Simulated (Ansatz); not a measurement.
Basis-set series for `[CH3][GaH-]([CH3])[SH2+]`. Charge 0, multiplicity 1. The structure was optimised at the PBE0-D4/def2-TZVP level. It is one conformer, not always the lowest.

```xyz
13

C    -1.149   -1.070   -0.826
Ga   -0.166    0.613   -0.442
C    -0.297    1.421    1.364
S     2.264   -0.431   -0.149
H    -0.766   -1.582   -1.712
H    -1.116   -1.763    0.018
H    -2.203   -0.843   -1.016
H     0.289    1.517   -1.661
H    -1.235    1.979    1.446
H    -0.302    0.664    2.153
H     0.516    2.124    1.560
H     1.909   -1.511    0.568
H     2.256   -1.119   -1.302
```

```
functional       basis  functions  energy (Eh)  HOMO (eV)  LUMO (eV)
   PBE0-D4  def2-TZVPP        278  -2404.22899      -7.21      -0.31
   PBE0-D4  def2-QZVPP        543  -2404.28964      -7.22      -0.39
   ωB97M-V  def2-TZVPP        278  -2404.52538      -9.44       1.60
   ωB97M-V  def2-QZVPP        543  -2404.58425      -9.45       1.05
```

Problem. Give the rows for def2-SVP. (An estimate is asked.)

Solution. Computed: 
```
functional     basis  functions  energy (Eh)  HOMO (eV)  LUMO (eV)
   PBE0-D4  def2-SVP        123  -2403.75226      -7.14       0.17
   ωB97M-V  def2-SVP        123  -2404.04309      -9.36       2.11
```

Positive LUMOs are unbound and depend on the basis. Scalar relativity is left out up to krypton.
